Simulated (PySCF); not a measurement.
BH6N3, SMILES NB(N)N.

Geometry optimised at B3LYP-D3(BJ)/def2-SVP. The values are those of a single conformer.

Method: TDDFT-B3LYP/def2-SVPD (PySCF).

Vertical excitations. Gas-phase values at a fixed geometry. State labels are in the subgroup Cs.

```tsv
state	symmetry	energy (eV)	λ (nm)	f	main pairs
S1	A"	5.44	228	0.000	HOMO→LUMO 98 %
S2	A'	5.47	227	0.000	HOMO−1→LUMO 98 %
S3	A'	6.78	183	0.079	HOMO→LUMO+1 70 %, HOMO−1→LUMO+2 26 %
S4	A"	6.84	181	0.001	HOMO→LUMO+2 95 %
S5	A'	6.86	181	0.005	HOMO−1→LUMO+2 71 %, HOMO→LUMO+1 27 %
S6	A"	6.86	181	0.000	HOMO−1→LUMO+1 94 %
S7	A"	7.64	162	0.003	HOMO→LUMO+3 84 %
S8	A'	7.68	161	0.001	HOMO→LUMO+4 49 %, HOMO−1→LUMO+3 47 %
S9	A"	7.69	161	0.000	HOMO−1→LUMO+4 86 %
S10	A'	7.84	158	0.000	HOMO−1→LUMO+3 49 %, HOMO→LUMO+4 46 %
T1	A"	5.27	235	0	HOMO→LUMO 95 %
T2	A'	5.30	234	0	HOMO−1→LUMO 95 %
T3	A'	6.46	192	0	HOMO→LUMO+1 48 %, HOMO−1→LUMO+2 40 %
T4	A"	6.74	184	0	HOMO→LUMO+2 87 %
```
Triplets are in the Tamm–Dancoff approximation, which puts them higher than full response would, so one can lie above its singlet here.
